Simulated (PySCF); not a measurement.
PySCF input file for O2Si2, SMILES o1[si]2o[si]1=2, PBE-D3(BJ)/def2-SVP. Coordinates come from a PBE-D3(BJ)/def2-SVP optimisation.

```python
import numpy as np
from pyscf import gto, scf, dft, df
from pyscf.hessian import thermo

mol = gto.M(
    atom='''
    Si    0.00000000    0.00000000    1.25328635
    Si    0.00000000    0.00000000   -1.25328635
    O     0.00000000   -1.20406384    0.00000000
    O     0.00000000    1.20406384    0.00000000
    ''',
    basis='def2-SVP',
    charge=0,
    spin=0,
    max_memory=1600,
    verbose=3,
)
mf = dft.RKS(mol, xc='pbe').density_fit(auxbasis='def2-universal-jkfit')
mf.disp = 'd3bj'
mf.grids.level = 3
mf.conv_tol = 1e-11
mf.max_cycle = 100
mf.kernel()

# analytic Hessian; the response equations are solved on a coarser grid
h, args, fine = mf.Hessian(), (mf.mo_energy, mf.mo_coeff, mf.mo_occ), mf.grids
h.max_memory = max(150, 2.5e-5 * df.make_auxmol(mol, mf.with_df.auxbasis).nao * mol.nelec[0] * (mol.nelec[0] + mol.nao))  # MB; small integral blocks
h1ao = h.make_h1(mf.mo_coeff, mf.mo_occ)
mf.grids = dft.Grids(mol).set(level=1).build(with_non0tab=True)
mo1, mo_e1 = h.solve_mo1(*args, h1ao)
mf.grids = fine
hess = h.hess_elec(*args, mo1, mo_e1, h1ao) + h.hess_nuc()
if mf.do_disp():
    hess += h.get_dispersion()
for i in range(mol.natm):  # the analytic DFT Hessian lacks the response of the grid: restore translational invariance
    hess[i, i] -= hess[i].sum(axis=0)
hess = (hess + hess.transpose(1, 0, 3, 2)) / 2
vib = thermo.harmonic_analysis(mol, hess, imaginary_freq=False)
thermo.dump_normal_mode(mol, vib)
th = thermo.thermo(mf, vib['freq_au'][vib['freq_au'] > 0], 298.15, 101325)
thermo.dump_thermo(mol, th)
g0 = mf.nuc_grad_method().set(verbose=0).kernel()

# dipole derivatives [dipole axis, atom, xyz] from the same response
r, irp = mol.intor('int1e_r'), mol.intor('int1e_irp').reshape(3, 3, mol.nao, mol.nao)
sl, dm0, ok = mol.aoslice_by_atom(), np.array(mf.make_rdm1()), []
dmu = np.einsum('a,xt->xat', mol.atom_charges(), np.eye(3))
for a, (_, _, p0, p1) in enumerate(sl):
    dmu[:, a] += 2 * np.einsum('xtij,ij->xt', irp[:, :, :, p0:p1], dm0.reshape(-1, mol.nao, mol.nao).sum(0)[:, p0:p1])
    for u, c, occ, f in [(mo1, mf.mo_coeff, mf.mo_occ, 4)]:
        dmu[:, a] -= f * np.einsum('tui,xuv,vi->xt', u[a], r, c[:, occ > 0], optimize=True)
L = vib['norm_mode']
ir = 974.8801 * (np.einsum('xat,kat->kx', dmu, L) ** 2).sum(1)       # km/mol
apt = np.einsum('xax->a', dmu) / 3
print('mode   freq/cm-1   IR/(km/mol)')
for k, w in enumerate(vib['freq_wavenumber']):
    print(f'{k + 1:4d} {w:11.2f} {ir[k]:13.3f}')
print('max |gradient| / (hartree/bohr):', abs(g0).max())
print('APT charges:', apt.round(4))
```

Program output:

```
converged SCF energy = -728.771522147605

WARN: DFTD3 does not support analytical Hessian, using finite difference


WARN: Mole.unit (angstrom) is changed to Bohr

Mode                                 0                   1                   2
Irrep
Freq [cm^-1]                      168.8597            505.5637            517.4577
Reduced mass [au]                  18.9602             18.7847             23.2755
Force const [Dyne/A]                0.3185              2.8288              3.6720
Char temp [K]                     242.9515            727.3935            744.5064
Normal mode                   x     y     z       x     y     z       x     y     z
       0  Si                -0.08 -0.00  0.00   -0.00  0.08  0.00   -0.00 -0.00  0.11
       1  Si                -0.08 -0.00  0.00   -0.00 -0.08 -0.00   -0.00  0.00 -0.11
       2   O                 0.14  0.00 -0.00    0.00  0.00 -0.14    0.00  0.09  0.00
       3   O                 0.14  0.00 -0.00    0.00 -0.00  0.14    0.00 -0.09 -0.00
Mode                                 3                   4                   5
Irrep
Freq [cm^-1]                      742.6305            772.7883            799.9369
Reduced mass [au]                  18.9602             18.9602             18.1335
Force const [Dyne/A]                6.1608              6.6713              6.8367
Char temp [K]                    1068.4800           1111.8703           1150.9311
Normal mode                   x     y     z       x     y     z       x     y     z
       0  Si                -0.00  0.08  0.00   -0.00 -0.00 -0.08    0.00 -0.00  0.07
       1  Si                -0.00  0.08 -0.00   -0.00 -0.00 -0.08    0.00 -0.00 -0.07
       2   O                 0.00 -0.14  0.00    0.00  0.00  0.14   -0.00 -0.15  0.00
       3   O                 0.00 -0.14  0.00    0.00  0.00  0.14   -0.00  0.15  0.00
temperature 298.1500 [K]
pressure 101325.00 [Pa]
Rotational constants [GHz] 10.89420 5.72812 3.75419
Symmetry number 4
Zero-point energy (ZPE) 0.00799 [Eh]   20977.934 [J/mol]
                           tot       elec      trans        rot        vib
Entropy [J/mol/K]       274.995      0.000    164.610     91.952     18.434
Cv [J/mol/K]             51.835      0.000     12.472     12.472     26.891
Cp [J/mol/K]             60.149      0.000     20.786     12.472     26.891
Internal energy [J/mol]                      3718.434   3718.434  24402.655
Internal energy [Eh]   -728.75940  -728.77152
Enthalpy [J/mol]                             6197.391   3718.434  24402.655
Enthalpy [Eh]          -728.75845
Gibbs free energy [J/mol]                  -42880.951 -23697.057  18906.653
Gibbs free energy [Eh] -728.78968
mode   freq/cm-1   IR/(km/mol)
   1      168.86         0.195
   2      505.56         0.000
   3      517.46         0.000
   4      742.63        96.417
   5      772.79       452.697
   6      799.94         0.000
max |gradient| / (hartree/bohr): 8.432053320770423e-05
APT charges: [ 0.7601  0.7601 -0.7601 -0.7601]
```

The calculation finished and met its thresholds.

Cost: about 30 core-seconds (a rough figure).
